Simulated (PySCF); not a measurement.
Gas-phase reaction: 3 GaBr + 6 H = 2 GaH3 + GaBr3

Method: PySCF energies (xtb for GFN2) plus ideal-gas RRHO corrections (1 bar). † marks an energy on the PBE0/def2-TZVP geometry and frequencies; other levels use their own. 6-31G* has spherical d functions here. Open shells (unrestricted): H (multiplicity 2); the rest are closed-shell singlets. GFN2 has no spin-polarisation term. Br, Ga: all electrons, no relativistic terms. GaH3: computed as isolated molecules; such fragments, hydroxides, amides, oligomers or adducts are transient or little studied in the gas.

GFN2-xTB gives ΔH°(298 K) = -1341 kJ.

**Question.** What do BLYP/def2-TZVP†, ωB97M-V/def2-TZVP†, HF/6-31G* give?

**Answer.** BLYP/def2-TZVP†: -1152 kJ; ωB97M-V/def2-TZVP†: -1259 kJ; HF/6-31G*: -946 kJ. For scale, ΔH°(298 K) is -1341 kJ at this level, -1259 kJ at ωB97M-V/def2-TZVP†, and runs from -1388 to -946 kJ over the 20 levels computed († marks an energy on the PBE0/def2-TZVP geometry).
